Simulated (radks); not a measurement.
Values are calculated unless marked as measured or tabulated.
The aluminium ion Al2+, 11 electrons, occupied as [Ne] 3s0.5 3p0.5 (fractional occupations, a model configuration). Code: a radial shooting solver on a logarithmic mesh with Libxc functionals. Model: Dirac Kohn-Sham, PBE, spin-unpolarised, spherical densities, point nucleus; open shells are shared between the two j in proportion to 2j + 1.

Unscreened Slater integrals over Kohn-Sham orbitals (cm^-1). Large and small components are both included.

| integral | value |
|---|---|
| F0(3p3/2,3p3/2) | 77499 |
| F2(3p3/2,3p3/2) | 39880 |
| F0(3p3/2,3p1/2) | 77571 |
| G2(3p3/2,3p1/2) | 39912 |
| F0(3p3/2,3s1/2) | 82935 |
| G1(3p3/2,3s1/2) | 54793 |
| F0(3p3/2,2p3/2) | 104940 |
| F2(3p3/2,2p3/2) | 16798 |
| G0(3p3/2,2p3/2) | 7175.2 |
| G2(3p3/2,2p3/2) | 6875.1 |
| F0(3p1/2,3p1/2) | 77644 |
| F0(3p1/2,3s1/2) | 83027 |
| G1(3p1/2,3s1/2) | 54902 |
| F0(3p1/2,2p3/2) | 105110 |
| G2(3p1/2,2p3/2) | 6866.4 |
| F0(3s1/2,3s1/2) | 89894 |
| F0(3s1/2,2p3/2) | 118990 |
| G1(3s1/2,2p3/2) | 8741.7 |
| F0(2p3/2,2p3/2) | 336660 |
| F2(2p3/2,2p3/2) | 153460 |
